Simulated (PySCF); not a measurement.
hexanethiol (C6H14S), singlet, geometry from GFN2-xTB. Base run: PySCF with CCSD(T)/STO-3G.

Input for PySCF:
```python
from pyscf import gto, scf, cc

mol = gto.M(
    atom='''
C    -4.272314    0.311466   -0.499716
C    -2.873334    0.823351   -0.819561
C    -1.795263    0.006092   -0.111704
C    -0.390470    0.513356   -0.427563
C     0.682060   -0.308644    0.283699
C     2.076109    0.202959   -0.036218
S     3.323415   -0.819507    0.843335
H    -4.380379   -0.724420   -0.813807
H    -5.024544    0.906013   -1.012766
H    -4.462781    0.365411    0.569959
H    -2.708638    0.779612   -1.898678
H    -2.791030    1.869317   -0.515074
H    -1.877816   -1.039823   -0.416062
H    -1.960195    0.049703    0.967316
H    -0.223702    0.469372   -1.506734
H    -0.306121    1.559437   -0.122673
H     0.606250   -1.355145   -0.020307
H     0.523834   -0.265124    1.363699
H     2.199907    1.234400    0.294847
H     2.283228    0.132408   -1.104359
H     4.386625   -0.160530    0.387649
''',
    basis='sto-3g',
    charge=0,
    spin=0,
    verbose=5,
)

mf = scf.RHF(mol)
mf.kernel()

mycc = cc.CCSD(mf)
mycc.kernel()
et = mycc.ccsd_t()
print('E(CCSD(T)) = %.10f' % (mycc.e_tot + et))
```

Each row names what was changed in the base input (with any setting that the change needs).

| change | ΔE vs base (kcal/mol) | MP2 correlation (Eh) | CC correlation without the perturbative part (Eh) | basis functions | core-seconds (rough) |
|---|---|---|---|---|---|
| base | 0.000 | -0.33750 | -0.44653 | 53 | 8 |
| cc.conv_tol = 1e-5 | 0.000 | -0.33750 | -0.44653 | 53 | 7 |
| method = mp2 | ___ | -0.33750 | - | 53 | 1 |
| density fitting = JK and correlation | -0.532 | -0.33738 | -0.44644 | 53 | 9 |
| cc.conv_tol = 1e-9 | 0.000 | -0.33750 | -0.44653 | 53 | 9 |
| frozen = 10 | 2.00 | -0.33396 | -0.44340 | 53 | 4 |
| frozen = 11 | 2.01 | -0.33395 | -0.44339 | 53 | 4 |
| cc.iterative_damping = 0.8 | 0.000 | -0.33750 | -0.44653 | 53 | 7 |
| method = ccsd | 1.71 | -0.33750 | -0.44653 | 53 | 5 |
| cc.direct = True | 0.000 | -0.33750 | -0.44653 | 53 | 30 |

Q: What belongs in the gaps?

A: 
- method = mp2, ΔE vs base (kcal/mol): 70.1
